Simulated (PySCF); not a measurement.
# Core binding energy against partial charge

C8H11P.
Bonds: C1–C2 (double), C2–P3, P3–C4, C4–C5 (double), C5–C6, C6–C7, C6–C8, C8–C9 (double), P3–C9. Hydrogens: H10, H11 on C1; H12 on C2; H13 on C4; H14 on C5; H15 on C6; H16, H17, H18 on C7; H19 on C8; H20 on C9.

Binding energies: delta-SCF UKS SCAN, pcX-2 on the ionised atom, pcseg-1 elsewhere, spin-free X2C in PySCF. Charges: PBE0/pcSseg-1 ground-state density, for the ionised atom.

```
atom           environment  C 1s (eV)  Mulliken (e)  IAO (e)  Hirshfeld (e)  ESP (e)
  C4      alkene CH carbon     289.82        -0.385   -0.367         -0.109   +0.061
  C5      alkene CH carbon     289.94        -0.066   -0.138         -0.039   -0.623
  C2      alkene CH carbon     290.08        -0.410   -0.337         -0.097   -0.041
  C1  terminal =CH2 carbon     290.18        -0.144   -0.277         -0.086   -0.303
  C7         methyl carbon     290.38        -0.223   -0.403         -0.113   -0.700
  C6        allylic carbon     290.74        -0.313   -0.117         -0.024   +1.011
```

Question: How well does each charge scheme correlate with the binding energies over these sites?

Answer: ESP: r = 0.55, slope 0.3 eV per e; Hirshfeld: r = 0.44, slope 3.9 eV per e; IAO: r = 0.35, slope 1.0 eV per e; Mulliken: r = -0.04, slope -0.1 eV per e. ESP charges have the highest r, on only 6 points.

Question: The point-charge model writes a binding energy as kq + V + constant, with V the potential of the other atoms' charges at the site. What does it give with the ESP charges?

Answer: V = Σ 14.40 eV Å × q/r over all other atoms: -2.90 eV at C4, +8.03 eV at C5, -1.17 eV at C2, +3.54 eV at C1, +10.33 eV at C7, -13.54 eV at C6. Fitting binding energy − V to q gives k = 14.1 eV per e and leaves an rms residual of 0.77 eV, against 0.25 eV for the fit on q alone. The model has no term for differences in relaxation between sites.

One conformer (not necessarily the lowest) at the PBE0-D3(BJ)/def2-SVP geometry, without solvent, vibrations or thermal averaging.

Shape of the structure used: `[CH2:1]=[CH:2][P:3]1[CH:4]=[CH:5][CH:6]([CH3:7])[CH:8]=[CH:9]1`: C1–C2–P3–C4 129°.
